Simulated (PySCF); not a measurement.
2,2-dichloroethyl(fluoro)silane (C2H5Cl2FSi), SMILES F[SiH2]CC(Cl)Cl.

The structure is a stationary point at ωB97X-D3(BJ)/def2-SVP. Other conformers were not sampled.

All values below come from PBE/def2-TZVP in PySCF.

Isolated molecule, no solvent.

- total energy = -1388.40419 hartree
- highest occupied level = -7.39 eV
- lowest empty level = -1.54 eV
- orbital gap = 5.86 eV
- dipole moment = 0.50 D
- quadrupole, principal values (traceless, Buckingham form, about the centre of nuclear charge) = -9.98, 3.55, 6.42 D·Å
- mean static polarisability = 75.0 bohr³ (11.12 Å³)
- polarisability, principal values = 59.9, 73.8, 91.4 bohr³
